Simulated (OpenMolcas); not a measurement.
## Multiplet structure of F⁺

```
Program             : OpenMolcas
Method              : CASSCF
Basis               : ANO-RCC-VTZP [4s3p2d1f]
Scalar Hamiltonian  : DKH2, point nucleus
Active space        : 6 electrons in 4 orbitals (2s 2p)
State averaging     : 2S+1 = 3 even, 3 roots; 2S+1 = 1 even, 6 roots; 2S+1 = 3 odd, 3 roots; 2S+1 = 1 odd, 3 roots
Spin-orbit coupling : RASSI with atomic mean-field integrals over the reference wave functions, term energies averaged over their components
```

Spin-free terms above the lowest, with the occupations of the reference:

```
Configuration  Term  E (cm⁻¹)      Occupations
      2s² 2p⁴    ³P       0.0  2s 2.00 2p 4.00
      2s² 2p⁴    ¹D     22561  2s 2.00 2p 4.00
      2s² 2p⁴    ¹S     42072  2s 1.93 2p 4.07
       2s 2p⁵   ³P°    175853  2s 1.00 2p 5.00
       2s 2p⁵   ¹P°    259460  2s 1.00 2p 5.00
```

With spin-orbit coupling, above the lowest level:

| Configuration | Term | J | E (cm⁻¹) | Measured (cm⁻¹) | Term weight % |
| --- | --- | --- | --- | --- | --- |
| 2s² 2p⁴ | ³P | 2 | 0.0 | 0.0 | 100 |
| 2s² 2p⁴ | ³P | 1 | 323 | 341 | 100 |
| 2s² 2p⁴ | ³P | 0 | 479 | 490 | 100 |
| 2s² 2p⁴ | ¹D | 2 | 22726 | 20873 | 100 |
| 2s² 2p⁴ | ¹S | 0 | 42239 | 44918 | 100 |
| 2s 2p⁵ | ³P° | 2 | 175858 | 164798 | 100 |
| 2s 2p⁵ | ³P° | 1 | 176172 | 165107 | 100 |
| 2s 2p⁵ | ³P° | 0 | 176329 | 165279 | 100 |
| 2s 2p⁵ | ¹P° | 1 | 259623 |  | 100 |

Against the 7 measured excited levels shown (NIST Handbook of Basic Atomic Spectroscopic Data) the mean absolute deviation is 5400 cm-1; the largest miss in energy is 2s 2p⁵ ³P°₁: computed 176172, measured 165107 cm⁻¹ (+6.7 %), and the largest in proportion 2s² 2p⁴ ¹D₂ (+8.9 %).

Spin-orbit coupling puts the lowest level 163 cm⁻¹ below the lowest spin-free term.

For ³P the intervals divided by the larger J are -155.7, -161.4 cm-1. Landé's interval rule makes them equal in pure LS coupling; they differ by 4 % of their mean. The multiplet is inverted.

Without dynamic correlation excited terms often stand tens of per cent too high (terms of higher spin than the ground term too low), and those without a measured partner can miss by more than the paired ones. Measured partners are found by configuration, term and J. A level has none where our copy of the source lacks it or the pairing is in doubt (some pairs that miss far off the trend of their configuration count as doubtful), and it then counts in no deviation. Levels of configurations outside the active space are missing. The first state left out of the spin-orbit step lies near 430000 cm-1 above the lowest spin-free state of the reference (among the parities and spins computed), and the list stops at four fifths of that energy or lower.

The term weight is that of the spin-free term in the level, not the purity of its configuration. ° marks odd parity.
